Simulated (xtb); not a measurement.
H₄NSi, SMILES [NH][SiH3] (connectivity only; charge and spin as stated), charge -1, multiplicity 1. All values are semi-empirical tight-binding results from xtb (GFN2-xTB unless named), good for trends rather than for accurate numbers. Geometry: GFN2-xTB. The spin state was assumed, not searched. The isomer is the one that the SMILES or the coordinates give; other isomers of the formula were not compared.

Optimised geometry:

Bonded distances (Å): N1–Si2 1.648, N1–H3 1.020, Si2–H4 1.532, Si2–H5 1.497, Si2–H6 1.532. Bond angles (°): Si2–N1–H3 115.6, N1–Si2–H4 120.8, N1–Si2–H5 108.0, N1–Si2–H6 120.8, H4–Si2–H5 103.3, H4–Si2–H6 98.2, H5–Si2–H6 103.3.
Charge -1, spin multiplicity 1.

Q: Estimate the properties. (Estimate from the structure and the level; the computed values follow.)

A: 
```
Quantity                                         Value
--------------------------------------  --------------
point group as xtb finds it                         Cs
orbital gap                                    5.51 eV
zero-point energy                        20.9 kcal/mol
G − E(el) at 298.15 K (modified RRHO)     5.7 kcal/mol
static polarisability (D4 model)            51.8 bohr³
solvation energy, GFN2-xTB/ALPB(water)  -66.0 kcal/mol
solvation energy, GFN2-xTB/ALPB(thf)    -55.7 kcal/mol
```

Computed atomic charges and the Wiberg bond orders between heavy atoms:
charges (e) N1 -0.57, Si2 0.38, H3 0.03, H4 -0.28, H5 -0.28, H6 -0.28. Bond orders N1–Si2 1.81.
